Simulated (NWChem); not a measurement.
Species: BClF$_{2}$; SMILES FB(F)Cl

```xyz
4

B     -0.0032     0.4385     0.0000
F      0.0003     1.1019    -1.1364
F      0.0003     1.1019     1.1364
Cl     0.0000    -1.3166     0.0000
```
Atoms are numbered in this order, from 1.

Level: B3LYP/6-31G* (spherical d) (NWChem), optimised geometry, unscaled harmonic frequencies. B3LYP is NWChem's, with the RPA form of VWN correlation.

```tsv
frequency (cm⁻¹)	IR intensity (km/mol)
343	3.5
424	4.8
595	50.8
692	40.9
1244	472.9
1470	314.8
```

```yaml
zero_point_energy: 6.8 kcal/mol
thermal correction to the enthalpy at 298.15 K (with zero-point energy): 9.8 kcal/mol
heat capacity Cv: 11.1 cal/(mol K)
entropy at 298.15 K and 1 atm (symmetry number 2): 65.8 cal/(mol K)
dipole_moment: 0.19 D
```

Rigid rotor and harmonic oscillator.
